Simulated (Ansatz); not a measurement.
Na9⁺. The state is a singlet with charge 1. Geometry r2SCAN/def2-SVP, basis def2-TZVP, Ansatz.

```xyz
9

Na   -1.4881   -0.1449   -0.7939
Na    1.0124   -1.9736   -2.1534
Na   -1.7097   -3.3947    0.1411
Na    0.7611    1.8198   -2.3810
Na   -2.1521    3.1242   -0.2420
Na    0.8778    1.8830    1.4096
Na    3.5165    0.2082   -0.2719
Na    1.1048   -1.5682    1.6190
Na   -1.9228    0.0463    2.6726
```

```csv
run,HOMO (eV),LUMO (eV)
A,-6.77,-3.61
B,-5.78,-4.71
C,-7.22,-3.21
D,-6.13,-4.25
E,-5.68,-4.51
```

Another isomer (singlet) lies 0.03 eV lower at PBE0/def2-TZVP; other spin states weren't run for this one.

The runs used CAM-B3LYP, PBE, PBE0, r2SCAN, ωB97M-V. Estimate which is which.

A CAM-B3LYP (range-separated); B PBE (0 % exact exchange); C ωB97M-V (range-separated); D PBE0 (25 % exact exchange); E r2SCAN (0 % exact exchange). Exact exchange lowers occupied and raises empty levels; among semilocal functionals meta-GGAs tend to open the gap a little, and such runs are hard to tell apart. The gap grows from 1.07 eV (PBE) to 4.02 eV (ωB97M-V). The restricted singlet is unstable towards broken spin symmetry in Hartree–Fock (as tested in another run); at CAM-B3LYP/def2-TZVP, PBE/def2-TZVP, ωB97M-V/def2-TZVP, PBE0/def2-TZVP and others this wasn't settled.
